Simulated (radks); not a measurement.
Excited configurations of Nb XXVIII: one electron is placed in a higher orbital outside [Ne] 3s2 3p1. The ground configuration is [Ne] 3s2 3p2. Calculated with a radial shooting solver on a logarithmic mesh with Libxc functionals: non-relativistic Kohn-Sham, PBE, spin-polarised, spherical densities, point nucleus; open shells are filled with parallel spins first (spin-orbit coupling, left out, can overturn this in heavy ions); relativity is left out, which matters for an element this heavy. Excitation = E - E(ground); binding = E(ion) - E, where the ion is the core of charge +28; n* = 28/sqrt(2 binding) in atomic units, and the quantum defect is n - n*.

outer orbital  excitation (eV)  binding (eV)     n*  quantum defect  eigenvalue (eV)  <r> (bohr)
3d                      102.83        1313.9  2.849           0.151          -1280.6      0.3348
5s                      931.49        485.24  4.689           0.311          -477.55       1.185
5p                      945.22        471.51  4.756           0.244          -463.80       1.185
6d                      1104.8        311.89  5.848           0.152          -306.96       1.734
7d                      1188.8        227.92  6.841           0.159          -224.42       2.411

Estimate the row for 6f.

Answer. excitation (eV) 1112.2; binding (eV) 304.57; n* 5.918; quantum defect 0.082; eigenvalue (eV) -299.16; <r> (bohr) 1.669. The Delta-SCF ionisation energy is 1416.7 eV (NIST Atomic Spectra Database: 1439 eV, semi-empirical). Self-interaction in the functional shifts the binding energies and quantum defects, so they are the method's values and not measured ones. Relativity is left out here, which matters for elements this heavy. Open shells are spherical and high-spin; term and fine-structure splittings are not resolved.
